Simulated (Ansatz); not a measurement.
Total energies of Cu(C2H4)H (C2H5Cu) from Ansatz at PBE-D4/def2-TZVP, gas phase (1 Eh = 27.2114 eV = 2625.5 kJ/mol). The reference geometry is relaxed at r2SCAN-D4/def2-TZVP.

```xyz
8

Cu    0.798    0.098   -1.041
C    -0.370   -0.728    0.451
C    -0.401    0.631    0.554
H    -1.141   -1.271   -0.086
H     0.327   -1.322    1.035
H     0.269    1.163    1.223
H    -1.199    1.213    0.102
H     1.716    0.217   -2.239
```

```csv
state,geometry,energy (Eh)
charge 0 singlet,reference,-1719.39358
charge 1 doublet,reference,-1719.07108
free Cu atom (doublet),–,-1640.24447
free C atom (triplet),–,-37.79597
free H atom (doublet),–,-0.49962
```

**Question.** Work out the vertical ionisation energy to the doublet.

**Answer.** E(charge 1 doublet) − E(charge 0 singlet) = -1719.07108 − (-1719.39358) = 0.32250 Eh = 8.78 eV. For comparison, −ε of the highest occupied level is 5.35 eV at this level, 3.43 eV less.

**Question.** What is the binding energy per atom against free atoms?

**Answer.** Atoms: 1 × (-1640.24447) + 2 × (-37.79597) + 5 × (-0.49962) = -1718.33451 Eh. Binding: -1718.33451 − (-1719.39358) = 1.05907 Eh = 28.82 eV, or 3.60 eV for each of 8 atoms (no zero-point energy, no counterpoise term).
